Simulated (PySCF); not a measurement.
**2,3'-bithiophene, C$_{8}$H$_{6}$S$_{2}$**

Cartesian coordinates in Å; atom numbers follow the order of the lines, from 1:
```xyz
16

C    -2.762   -0.728    0.095
C    -2.964    0.559   -0.329
S    -1.480    1.396   -0.524
C    -0.552    0.016   -0.036
C     0.904    0.080    0.015
C     1.678    1.241   -0.314
C     3.023    1.042   -0.184
S     3.379   -0.554    0.338
C     1.719   -0.970    0.387
C    -1.388   -1.039    0.262
H    -3.574   -1.433    0.281
H    -3.907    1.063   -0.536
H     1.242    2.189   -0.635
H     3.827    1.753   -0.370
H     1.418   -1.972    0.689
H    -1.022   -2.012    0.592
```

Computed with PySCF, quadratic response CAM-B3LYP/aug-cc-pVDZ first hyperpolarisability, Taylor convention, gas phase. Geometry: PBE0-D3(BJ)/def2-SVP.

Give β for the processes computed.

In au, Taylor convention; the vector part is βᵢ = ⅓ Σⱼ (βᵢⱼⱼ + βⱼᵢⱼ + βⱼⱼᵢ); β∥ is 3/5 of the vector part along the dipole, the dipole points from − to +:
| process | λ (nm) | β vector norm | β∥ | β HRS | depolarisation ratio |
| --- | --- | --- | --- | --- | --- |
| static β(0;0,0) | ∞ | 39.9 | -23.9 | 35.9 | 1.85 |
| second harmonic β(−2ω;ω,ω) | 1907 | 50.5 | -30.2 | 41.8 | 1.91 |
| Pockels β(−ω;ω,0) | 1907 | 43.1 | -25.8 | – | – |
| second harmonic β(−2ω;ω,ω) | 1064 | 84.3 | -50.4 | 60.6 | 2.04 |
| Pockels β(−ω;ω,0) | 1064 | 51.3 | -30.7 | – | – |

Which lowest excitations, dipole and polarisabilities go with it?

S1 4.44 eV (f = 0.365); S2 5.16 eV (f = 0.011); S3 5.35 eV (f = 0.000); dipole 0.40 D; isotropic α 134.0 au static, 134.7 au at 1907 nm, 136.4 au at 1064 nm, 137.0 au at 953.5 nm, 145.1 au at 532 nm.
